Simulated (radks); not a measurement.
The tin ion Sn36+, configuration [Ne] 3s2 3p2 (the NIST ground configuration).

Calculated with a radial shooting solver on a logarithmic mesh with Libxc functionals: Dirac Kohn-Sham, relativistic LDA (MacDonald-Vosko exchange, VWN5 correlation), spin-unpolarised, spherical densities, finite nucleus; open shells fill j = l - 1/2 first; Fermi nuclear charge, rms radius 4.6519 fm.

Energy parts (hartree):
| part | energy |
|---|---|
| total | -5085.95377 |
| kinetic | 5391.73835 |
| electron-nucleus | -11087.91221 |
| Hartree | 693.71601 |
| exchange-correlation | -83.49592 |

Orbitals (lengths in bohr, moments of r in powers of bohr; r(90%) holds 90 % of the orbital's charge):
orbital  occ.  eigenvalue (hartree)  r(90%)
1s1/2       2             -1136.814  0.0524
2s1/2       2             -234.0646   0.191
2p1/2       2             -224.6877   0.170
2p3/2       4             -216.0433   0.177
3s1/2       2             -91.67037   0.438
3p1/2       2             -88.33178   0.425
3p3/2       0             -86.17898   0.435

The highest occupied level is 3p1/2 at -2403.6 eV. Summed over all electrons, <r^2> = 0.5204 bohr^2, which gives a Langevin (diamagnetic) susceptibility term of -0.412 x 10^-6 cm^3/mol. For comparison, the ionisation energy in NIST's Atomic Spectra Database is 2443 eV (semi-empirical). In exact Kohn-Sham theory the highest level is minus the ionisation energy, but local and semilocal functionals leave it too shallow, through self-interaction and a potential that decays too fast; potentials with the right tail come closer. The density falls to 0.001 e/bohr^3 at r = 0.82 bohr. The electron density at the nucleus is 1.9e+05 e/bohr^3.

Beside tabulated values, note that spin-unpolarised runs miss the spin-polarisation part of the exchange energy of open shells.
